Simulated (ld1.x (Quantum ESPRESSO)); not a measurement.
**Before and after: TM potential for C (Z = 6)**

```
Element                 : C (Z = 6)
Generator               : ld1.x (Quantum ESPRESSO) 7.5
Type                    : norm-conserving Troullier–Martins (Kleinman–Bylander form)
Functional              : PBE
Relativity              : scalar-relativistic
Frozen core             : [He]
Valence charge          : 4
Reference configuration : 2s2 2p2
Partial waves           : 2s (bound): rc 1.15 bohr; 2p (bound): rc 3.15 bohr; 3d channel at 0.5 Ry: rc 2.40 bohr
Local potential         : the d channel
Core correction         : none
```

Change: functional LDA (PZ).

Cutoffs: the cutoffs (Ry, on a coarse ladder) from which the occupation-weighted sum of valence levels, in a spherical-Bessel basis at the reference potential, stays within 10 and 1 mRy of its value at 400 Ry; they do not see the model core or the augmentation charge, which bear on the density cutoff. Errors are all-electron minus pseudo energies relative to the spin-unpolarised reference configuration.

Q: What does the change do?

A: The potential gets neither clearly harder nor softer (35 Ry and 90 Ry → 35 Ry and 90 Ry); the s channel sets the loose cutoff, while the largest relative change is in p, which becomes harder; the number of tests with a reliable result goes from 7 to 9; the errors of the 7 common tests hardly move; neither file shows a bound ghost.

```csv
quantity,base,changed
"cutoff, loose",35 Ry,35 Ry
"cutoff, tight",90 Ry,90 Ry
loose cutoff by channel (10 mRy a level),"s 30 Ry, p 12 Ry","s 30 Ry, p 15 Ry"
bound ghosts,none,none
"error for 2s2 2p1, meV [ΔE 10.86 → 10.99 eV]",+173,+176
"error for 2s2 2p0, meV [ΔE 35.02 → 35.25 eV]",+1373,+1366
"error for 2s1 2p0, meV [ΔE 83.21 eV]",+2588,+2660
"error for 2s2 2p2.3, meV [ΔE -1.16 → -1.20 eV]",+3.0,+3.3
"error for 2s2 2p1.5, meV [ΔE 3.96 → 4.03 eV]",+27,+28
"error for 2s1 2p2, meV [ΔE 19.62 → 19.48 eV]",-164,-146
"error for 2s0 2p4, meV [ΔE 16.98 → 16.52 eV]",-151,-134
s: phases at 3.41 bohr within 0.05 rad from the reference energy up to (Ry; the scan ends near 5),3.5,3.5
p: phases at 3.41 bohr within 0.05 rad from the reference energy up to (Ry; the scan ends near 5),0.5,0.4
d: phases at 3.41 bohr within 0.05 rad from the reference energy up to (Ry; the scan ends near 5),3.1,3.1
```
